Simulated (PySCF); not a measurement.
Species: ethoxydichloroborane, C2H5BCl2O.
Numbering: `[CH3:1][CH2:2][O:3][B:4]([Cl:5])[Cl:6]` (hydrogens: H7, H8, H9 on C1; H10, H11 on C2)

Structure used (PBE0-D3(BJ)/def2-SVP), in Å, numbered top down from 1:
```xyz
11
C2H5BCl2O angstrom
C     -1.4410    0.0974    0.4272
C     -0.1785   -0.4984    1.0043
O      0.7946   -0.7192   -0.0075
B      1.6948    0.1678   -0.4208
Cl     1.8138    1.7886    0.2766
Cl     2.8038   -0.2943   -1.7015
H     -1.8436   -0.5393   -0.3741
H     -1.2484    1.0996    0.0161
H     -2.2061    0.1916    1.2124
H      0.2425    0.1556    1.7849
H     -0.3774   -1.4828    1.4527
```

Theory: TDDFT CAM-B3LYP/def2-SVPD, vertical, gas phase, core orbitals frozen in the response (PySCF 2.14.0, density-fitted response routines).

Transition dipole moments from the ground state, in atomic units and in the frame of the coordinates above (overall signs are arbitrary), for the states with f of 0.002 or more among the lowest 8:

```tsv
state	E (eV)	μx	μy	μz
S2	7.905	0.151	0.142	-0.005
S3	7.970	-0.593	0.127	0.555
S4	8.098	0.208	-0.028	-0.216
S5	8.164	0.535	0.272	-0.310
S6	8.217	-0.092	0.625	0.336
S7	8.489	0.247	-0.011	0.221
S8	8.623	0.210	0.128	0.271
```

Q: Work out the oscillator strengths.

A: f = (2/3) ΔE |μ|² with ΔE in hartree (27.2114 eV).

| state | \|μ\|² (au) | \|μ\| (D) | f |
| --- | --- | --- | --- |
| S2 | 0.043 | 0.53 | 0.008 |
| S3 | 0.676 | 2.09 | 0.132 |
| S4 | 0.091 | 0.77 | 0.018 |
| S5 | 0.456 | 1.72 | 0.091 |
| S6 | 0.512 | 1.82 | 0.103 |
| S7 | 0.110 | 0.84 | 0.023 |
| S8 | 0.134 | 0.93 | 0.028 |

Q: Which bond between heavy atoms lies closest to the direction of the S3 transition dipole?

A: C2–O3, at 3° from it; next B4–Cl6 at 9°.

Q: What angle do the transition dipoles of S5 and S7 make?

A: |cos θ| = |μa·μb| / (|μa| |μb|) = 0.27, so θ ≈ 74° (taken between 0 and 90°, since the signs are arbitrary).

Q: How is the summed strength of these states shared among x, y and z?

A: (2/3) Σ ΔE μα² gives 0.162 for x, 0.104 for y and 0.137 for z, 0.404 in all.

All these states lie below the vertical ionisation energy of 11.36 eV (ΔSCF).

On an Arm Neoverse V2 with one thread, no GPU, shared host with 192 logical CPUs at a one-minute load of 64, this took 2.2 min of wall time and 0.97 GiB of memory at its peak.

One conformer stands for the species.
